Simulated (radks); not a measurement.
Values are calculated unless marked as measured or tabulated.
All-electron atom: Tb XLIX in [Ne] 3s2 3p5. Level of theory: Dirac Kohn-Sham, LB94 model potential, spin-unpolarised, spherical densities, finite nucleus; open shells fill j = l - 1/2 first; Fermi nuclear charge, rms radius 5.06 fm (a radial shooting solver on a logarithmic mesh with Libxc functionals). Some entries of the table are withheld. Estimate them.

orbital  occ.  eigenvalue (Ry)  <r^2> (bohr^2)  r(max) (bohr)
1s1/2       2              (1)             (2)        0.01364
2s1/2       2        -864.9769        0.009573        0.07728
2p1/2       2              (3)        0.006923        0.05824
2p3/2       4              (4)        0.008085        0.06411
3s1/2       2        -336.6961         0.05562         0.2091
3p1/2       2        -325.9528         0.05033         0.1953
3p3/2       3        -311.7524         0.05531         0.2060

Answer. 
(1) 1s1/2 eigenvalue (Ry): -4058.376
(2) 1s1/2 <r^2> (bohr^2): 0.0006297
(3) 2p1/2 eigenvalue (Ry): -836.2658
(4) 2p3/2 eigenvalue (Ry): -779.9276
